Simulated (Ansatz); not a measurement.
C$_{2}$H$_{9}$FInP (`[CH3][In-]([CH3])([F])[PH3+]`), 14 atoms. The species carries charge 0 and has multiplicity 1. Correlated methods include outer-core shells of In, which these sets cover unevenly. In takes the def2 core potential. All runs use 8 threads of an AMD EPYC on a shared host. Correlated methods freeze the cores.

(1) How many basis functions does each run have, and how long does it take in Ansatz? RKS ωB97M-V/def2-TZVPP energy and forces; RKS ωB97M-V/def2-QZVPP energy; RKS PBE0-D4/def2-QZVPP energy; RKS PBE0-D4/def2-SVP energy; direct RPA on PBE orbitals/def2-TZVPP energy; RKS r2SCAN-D4/def2-TZVPP energy and forces; RKS PBE0-D4/def2-TZVP relaxation (13 steps); RKS SPW92 (LDA)/def2-TZVPP energy; RKS PBE0-D4/def2-TZVP frequencies; RKS r2SCANh-D4/def2-TZVPP energy; RHF-MP2/def2-QZVPP energy; RHF-CCSD(T)/def2-SVP energy. (Estimate.)

Results:

(1) Ansatz gave: Other jobs shared the machine, so times are rough.

```tsv
level	job	functions	wall time	peak host memory (GiB)
RKS PBE0-D4/def2-SVP	energy	131	3.2 s	0.36
RKS SPW92 (LDA)/def2-TZVPP	energy	311	3.5 s	0.47
RKS r2SCAN-D4/def2-TZVPP	energy and forces	311	8.5 s	0.53
RKS r2SCANh-D4/def2-TZVPP	energy	311	11 s	1
direct RPA on PBE orbitals/def2-TZVPP	energy	311	12 s	0.98
RKS PBE0-D4/def2-QZVPP	energy	593	17 s	2.7
RKS ωB97M-V/def2-TZVPP	energy and forces	311	19 s	1.5
RHF-CCSD(T)/def2-SVP	energy	131	19 s	0.98
RKS ωB97M-V/def2-QZVPP	energy	593	33 s	3.3
RHF-MP2/def2-QZVPP	energy	593	41 s	4.6
RKS PBE0-D4/def2-TZVP	relaxation (13 steps)	234	98 s	0.8
RKS PBE0-D4/def2-TZVP	frequencies	234	6.1 min	0.83
```
